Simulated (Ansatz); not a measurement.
Program: Ansatz. Geometries: PBE0-D4/def2-TZVP. ΔE: electronic, gas phase. CCSD(T)/CBS is the MP2 limit (def2-TZVPP, def2-QZVPP) plus CCSD(T) − MP2 in def2-TZVPP, frozen cores. This one scheme is used for every species. Functionals use def2-TZVPP. B3LYP here is the variant with VWN-RPA as its local correlation; programs differ in this. For Br outer-core shells are correlated without core-valence functions, which leaves a few kJ/mol of doubt a bond. Scalar relativity is left out up to krypton.

`Cl[SiH]1CC1` + HBr → `Br[SiH]1CC1` + HCl  (ligand exchange at the Si–Cl bond)

Is it downhill or uphill in electronic energy at CCSD(T)/CBS, and by how much? (An estimate is asked.)

Ansatz gave: Nearly level: ΔE = -0.01 eV.

What do these levels give: PBE0-D4, B3LYP, SCS-MP2/def2-TZVPP, HF/def2-QZVPP, MP2/CBS(def2), CCSD/CBS(def2)? (An estimate is asked.)

Ansatz gave: PBE0-D4 0.00, B3LYP 0.04, SCS-MP2/def2-TZVPP 0.00, HF/def2-QZVPP 0.04, MP2/CBS(def2) -0.03, CCSD/CBS(def2) -0.01 eV.

Largest T1 diagnostic among the species: 0.010.
